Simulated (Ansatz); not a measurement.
Reaction (formal hydrolysis of a Ge–C bond): `[CH3][Ge][OH]` + H₂O → `[OH][Ge][OH]` + CH₄

Isolated molecules relaxed with PBE0-D4/def2-TZVP in Ansatz; ΔE leaves out vibrations. CCSD(T)/CBS is the MP2 limit (def2-TZVPP, def2-QZVPP) plus CCSD(T) − MP2 in def2-TZVPP, frozen cores. This one scheme is used for every species. Functionals use def2-TZVPP. B3LYP here is the variant with VWN-RPA as its local correlation; programs differ in this. For Ge outer-core shells are correlated without core-valence functions, which leaves a few kJ/mol of doubt a bond. Scalar relativity is left out up to krypton. Each species was taken in one conformer, which may not be the lowest.

`[CH3][Ge][OH]`:

Z-matrix (Å, degrees):
```
C
Ge 1 2.003
H 1 1.092 2 112.4
H 1 1.096 2 109.8 3 120.8
H 1 1.096 2 109.8 3 -120.8
O 2 1.791 1 97.5 3 -180.0
H 6 0.962 2 114.7 1 0.0
```

H₂O:

```xyz
3

O    -0.159   -0.070    0.348
H     0.763    0.109    0.153
H    -0.604   -0.039   -0.502
```

`[OH][Ge][OH]`:

Cartesian coordinates in Å:
```
O -0.965 -0.396 0.938
Ge 0.799 -0.641 0.761
O 1.159 0.241 -0.754
H -1.430 0.117 0.271
H 0.438 0.678 -1.217
```

CH₄:

```xyz
5

C     0.000    0.000    0.000
H    -0.641    0.720   -0.507
H    -0.569   -0.904    0.217
H     0.365    0.432    0.932
H     0.846   -0.248   -0.641
```

```
             level  ΔE (kJ/mol)  difference from CCSD(T)/CBS
            PBE-D4       -114.3                         -4.4
         revPBE-D4       -112.5                         -2.6
           BLYP-D4       -123.4                        -13.5
            r2SCAN       -120.8                        -10.9
              PBE0       -112.4                         -2.5
             B3LYP       -123.6                        -13.7
           r2SCANh       -118.9                         -9.0
           r2SCAN0       -116.4                         -6.5
RPA@PBE/def2-TZVPP       -110.1                         -0.2
       HF/def2-SVP       -121.3                        -11.4
     CCSD/def2-SVP       -121.1                        -11.2
CCSD(T)/def2-TZVPP       -111.4                         -1.5
    MP2/def2-QZVPP       -114.2                         -4.3
SCS-MP2/def2-QZVPP       -116.5                         -6.6
      HF/CBS(def2)       -122.2                        -12.3
     MP2/CBS(def2)       -113.5                         -3.6
       CCSD(T)/CBS       -109.9                            0
```

Largest T1 diagnostic among the species: 0.015.

In def2-TZVPP, CCSD(T) changes the Hartree–Fock value by +10.8 kJ/mol (the triples alone add −0.3 kJ/mol) and MP2 by +7.2 kJ/mol. The D4 term adds +3.0 kJ/mol with B3LYP and +1.6 kJ/mol with PBE0; it sums over pairs of atoms, weighted by their polarisabilities, and B3LYP, whose exchange is more repulsive, gets the larger term.
